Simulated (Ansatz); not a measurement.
Relaxation of C2H9AlSi2 (14 atoms, charge 0, multiplicity 1), to a largest force component of 0.02 eV/Å in at most 50 steps.

All numbers below come from Ansatz, RHF/STO-3G.

```xyz
14
Properties=species:S:1:pos:R:3
Si -2.125 -0.110 -1.116
Si -0.351 -1.061 -0.318
C 0.434 0.088 0.908
C 1.382 1.208 0.300
Al 2.417 -0.240 1.121
H -1.789 1.208 -1.788
H -3.075 0.225 -0.020
H -2.785 -0.938 -2.108
H 0.581 -1.333 -1.381
H -0.722 -2.311 0.375
H -0.118 0.386 1.844
H 1.336 1.242 -0.790
H 1.219 2.183 0.845
H 3.582 -0.576 2.156
```

Problem. Where does it end, and by what steps?

Solution. The forces met the threshold. Limits of this set-up: minimal basis. After 7 steps the energy has fallen by 1.762 eV; H14 moved furthest, 0.37 Å.

| step | energy less start (eV) | largest force component (eV/Å) | accepted |
| --- | --- | --- | --- |
| 0 | 0.0000 | 3.830 | yes |
| 1 | -1.6254 | 1.217 | yes |
| 2 | -1.7229 | 0.318 | yes |
| 3 | -1.7546 | 0.234 | yes |
| 4 | -1.7597 | 0.116 | yes |
| 5 | -1.7608 | 0.050 | yes |
| 6 | -1.7615 | 0.029 | yes |
| 7 | -1.7617 | 0.020 | yes |

```xyz
14
Properties=species:S:1:pos:R:3
Si -2.140 -0.060 -1.165
Si -0.355 -1.064 -0.234
C 0.578 -0.022 0.978
C 1.394 1.229 0.413
Al 2.381 -0.039 1.276
H -1.777 1.115 -1.883
H -3.101 0.319 -0.185
H -2.797 -0.928 -2.084
H 0.534 -1.469 -1.275
H -0.785 -2.270 0.396
H -0.063 0.266 1.800
H 1.374 1.333 -0.664
H 1.117 2.174 0.861
H 3.627 -0.614 1.794
```

Whether the end is a true minimum wasn't checked by a vibrational analysis.

The run took 7.8 s on 1 thread of AMD EPYC 9R14 (Zen 4) (shared host), peak memory 0.13 GiB.
